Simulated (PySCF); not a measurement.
H₃BO₃, triplet, geometry from GFN2-xTB (a higher spin typed on purpose: for a closed-shell molecule this is an excited state); PBE0/3-21G (PySCF).

Input for PySCF:
```python
from pyscf import gto, scf, dft

mol = gto.M(
    atom='''
O    -1.023474   -0.767312    0.272569
B     0.098409   -0.116900   -0.546063
O    -0.364237    1.243634   -0.166346
O     1.316382   -0.418056    0.159628
H    -1.844758   -0.284711    0.155023
H     0.050901    1.498333    0.666492
H     1.872445   -1.095252   -0.218010
''',
    basis='3-21g',
    charge=0,
    spin=2,
    verbose=4,
)

mf = dft.UKS(mol)
mf.xc = 'pbe0'
mf.kernel()
```

Task: Predict the main parts of the log of this PySCF run.

Result: 
```
PySCF version 2.14.0

[INPUT] verbose = 4
[INPUT] num. atoms = 7
[INPUT] num. electrons = 32
[INPUT] charge = 0
[INPUT] spin (= nelec alpha-beta = 2S) = 2
[INPUT] symmetry False subgroup None
[INPUT] Mole.unit = angstrom
[INPUT] Symbol           X                Y                Z      unit          X                Y                Z       unit  Magmom
[INPUT]  1 O     -1.023474000000  -0.767312000000   0.272569000000 AA   -1.934085555613  -1.450009532092   0.515080760047 Bohr   0.0
[INPUT]  2 B      0.098409000000  -0.116900000000  -0.546063000000 AA    0.185966058192  -0.220908983962  -1.031909516758 Bohr   0.0
[INPUT]  3 O     -0.364237000000   1.243634000000  -0.166346000000 AA   -0.688308174433   2.350127659197  -0.314348381917 Bohr   0.0
[INPUT]  4 O      1.316382000000  -0.418056000000   0.159628000000 AA    2.487601455307  -0.790011344731   0.301653201812 Bohr   0.0
[INPUT]  5 H     -1.844758000000  -0.284711000000   0.155023000000 AA   -3.486087386100  -0.538025814651   0.292951013008 Bohr   0.0
[INPUT]  6 H      0.050901000000   1.498333000000   0.666492000000 AA    0.096188949466   2.831439013398   1.259487344214 Bohr   0.0
[INPUT]  7 H      1.872445000000  -1.095252000000  -0.218010000000 AA    3.538408233311  -2.069726317382  -0.411979192416 Bohr   0.0

nuclear repulsion = 114.035898027616
number of shells = 26
number of NR pGTOs = 69
number of NR cGTOs = 42
basis = 3-21g
ecp = {}

******** <class 'pyscf.dft.uks.UKS'> ********
method = UKS
initial guess = minao
damping factor = 0
level_shift factor = 0
DIIS = <class 'pyscf.scf.diis.CDIIS'>
diis_start_cycle = 1
diis_space = 8
diis_damp = 0
SCF conv_tol = 1e-09
SCF conv_tol_grad = None
SCF max_cycles = 50
direct_scf = True
direct_scf_tol = 1e-13
number electrons alpha = 17  beta = 15
XC library pyscf.dft.libxc version 7.1.2
    S. Lehtola, C. Steigemann, M. J. T. Oliveira, and M. A. L. Marques,  SoftwareX 7, 1–5 (2018)
XC functionals = pbe0
    C. Adamo and V. Barone,  J. Chem. Phys. 110, 6158 (1999)
    M. Ernzerhof and G. E. Scuseria,  J. Chem. Phys. 110, 5029 (1999)
radial grids:
    Treutler-Ahlrichs [JCP 102, 346 (1995); DOI:10.1063/1.469408] (M4) radial grids

becke partition: Becke, JCP 88, 2547 (1988); DOI:10.1063/1.454033
pruning grids: <function nwchem_prune>
grids dens level: 3
symmetrized grids: False
atomic radii adjust function: <function treutler_atomic_radii_adjust>
small_rho_cutoff = 0
Set gradient conv threshold to 3.16228e-05
tot grids = 85720
init E= -250.87044204927

cycle= 1 E= -250.489528345045  delta_E= 0.381  |g|= 0.516  |ddm|= 1.79

cycle= 2 E= -250.391317355757  delta_E= 0.0982  |g|= 0.724  |ddm|= 0.897

cycle= 3 E= -250.57933059032  delta_E= -0.188  |g|= 0.175  |ddm|= 0.636

cycle= 4 E= -250.589731701715  delta_E= -0.0104  |g|= 0.0628  |ddm|= 0.15

cycle= 5 E= -250.590477650801  delta_E= -0.000746  |g|= 0.0475  |ddm|= 0.0788

cycle= 6 E= -250.591424089927  delta_E= -0.000946  |g|= 0.00507  |ddm|= 0.0364

cycle= 7 E= -250.591459922185  delta_E= -3.58e-05  |g|= 0.00169  |ddm|= 0.0131

cycle= 8 E= -250.591468622161  delta_E= -8.7e-06  |g|= 0.000695  |ddm|= 0.0073

cycle= 9 E= -250.591471159731  delta_E= -2.54e-06  |g|= 0.000225  |ddm|= 0.00484

cycle= 10 E= -250.5914715897  delta_E= -4.3e-07  |g|= 0.000108  |ddm|= 0.0021

cycle= 11 E= -250.591471645685  delta_E= -5.6e-08  |g|= 5.1e-05  |ddm|= 0.000797

cycle= 12 E= -250.591471649477  delta_E= -3.79e-09  |g|= 1.79e-05  |ddm|= 0.000198

cycle= 13 E= -250.591471649659  delta_E= -1.82e-10  |g|= 5.73e-06  |ddm|= 2.14e-05

Extra cycle  E= -250.591471649656  delta_E= 3.24e-12  |g|= 9.81e-06  |ddm|= 1.38e-05
converged SCF energy = -250.591471649656  <S^2> = 2.0048353  2S+1 = 3.0032218
```
